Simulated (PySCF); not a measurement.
Compound: C₆H₁₁O (doublet state).
Numbering: `[CH2:1][C@H:2]([OH:3])[C:4](=[CH2:5])[CH2:6][CH3:7]` (hydrogens: H8, H9 on C1; H10 on C2; H11 on O3; H12, H13 on C5; H14, H15 on C6; H16, H17, H18 on C7)

Structure used (GFN2-xTB), in Å, numbered top down from 1:
```
atom  x, y, z in Å
C1    -1.8256    1.1898   -0.5203
C2    -1.0460   -0.0310   -0.7999
O3    -1.8154   -1.1862   -1.0021
C4    -0.1145   -0.1128    0.4175
C5    -0.4702   -0.7309    1.5358
C6     1.2144    0.5683    0.2604
C7     2.2141   -0.3592   -0.4330
H8    -2.7157    1.1227    0.0770
H9    -1.3842    2.1551   -0.6664
H10   -0.4376    0.0754   -1.7043
H11   -2.4891   -1.2324   -0.3149
H12    0.1866   -0.7612    2.3889
H13   -1.4094   -1.2457    1.6485
H14    1.0975    1.4785   -0.3308
H15    1.6023    0.8464    1.2422
H16    2.3692   -1.2553    0.1629
H17    1.8458   -0.6595   -1.4110
H18    3.1692    0.1444   -0.5622
```

The hyperfine couplings belong to this conformer and change with its torsions.

Theory: UKS B3LYP, pcH-1 on C H O, non-relativistic, mean-field spin-orbit, GIAO (PySCF 2.14.0). The structure is a single GFN2-xTB conformer in the gas phase; no vibrational or solvent corrections. The geometry wasn't refined by DFT: couplings that depend on bond lengths, twists or pyramidal angles can differ widely from those at the functional's own minimum. No stability test was run, so a lower SCF solution isn't excluded.

(1) Match the computed a_iso(13C) values +96.5, +57.8, -27.1, +8.4, -3.3 MHz with the sites C1; C2; C4; C5; C7.

Answers

(1) 
| site | a_iso (MHz) | ρ(0) (bohr⁻³) | position | distance from C1 (Å) | spin population | largest \|T\| (MHz) |
| --- | --- | --- | --- | --- | --- | --- |
| C1 | +96.5 | +0.0859 | largest spin population | 0.00 | +1.04 | 159.3 |
| C2 | -27.1 | -0.0241 | 1 bond from C1 | 1.48 | -0.07 | 3.1 |
| C4 | +57.8 | +0.0514 | 2 bonds from C1 | 2.35 | -0.02 | 13.9 |
| C5 | +8.4 | +0.0074 | 3 bonds from C1 | 3.12 | +0.12 | 18.7 |
| C7 | -3.3 | -0.0029 | 4 bonds from C1 | 4.33 | 0.00 | 0.4 |

ρ(0) is the spin density at the nucleus and T the dipolar tensor; entries for several nuclei are means. The largest Mulliken spin populations are on C1 (+1.04), C5 (+0.12) and C2 (-0.07). No atom but C1 exceeds +0.15. The angles at C1 add up to 357.8°, so it is nearly planar; its axial dipolar tensor and the negative couplings of its protons fit spin in a p orbital normal to that plane.

Means are taken over nuclei equivalent by connectivity, which assumes that they swap fast.

Hardware: Arm Neoverse V2, one thread, on a shared host. Cost: 81 s of wall time (with the writing of density and orbital grids), 0.98 GiB resident at most.
